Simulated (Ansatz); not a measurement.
`[SiH3]B[CH2][SnH3]` + `N=CS` → `N=C[S][SnH3]` + `CB[SiH3]`  (ligand exchange at the Sn–C bond)

Gas-phase electronic energies from Ansatz, PBE0-D4/def2-TZVP geometries. CCSD(T)/CBS adds triple-zeta CCSD(T) − MP2 to the extrapolated MP2 energy (def2 sets, frozen cores). This one scheme is used for every species. Functionals use def2-TZVPP. B3LYP here is the variant with VWN-RPA as its local correlation; programs differ in this. def2 core potentials past Kr. For Sn outer-core shells are correlated without core-valence functions, which leaves a few kJ/mol of doubt a bond. Each species was taken in one conformer, which may not be the lowest.

**Question.** Is it downhill or uphill in electronic energy at CCSD(T)/CBS, and by how much? (An estimate is asked.)

**Answer.** Ansatz gave: Downhill: ΔE = -33.3 kJ/mol.

**Question.** What do these levels give: B3LYP-D4, ωB97X-V, r2SCAN, MP2/def2-TZVPP, CCSD/def2-TZVPP, CCSD/CBS(def2)? (Best estimate.)

**Answer.** Ansatz gave: B3LYP-D4 -42.6, ωB97X-V -40.0, r2SCAN -42.3, MP2/def2-TZVPP -27.6, CCSD/def2-TZVPP -33.3, CCSD/CBS(def2) -36.3 kJ/mol.

Largest T1 diagnostic among the species: 0.015.

In def2-TZVPP, CCSD(T) changes the Hartree–Fock value by +28.6 kJ/mol (the triples alone add +3.0 kJ/mol) and MP2 by +31.2 kJ/mol. The D4 term adds +5.5 kJ/mol with B3LYP and +3.0 kJ/mol with PBE0; it sums over pairs of atoms, weighted by their polarisabilities, and B3LYP, whose exchange is more repulsive, gets the larger term.
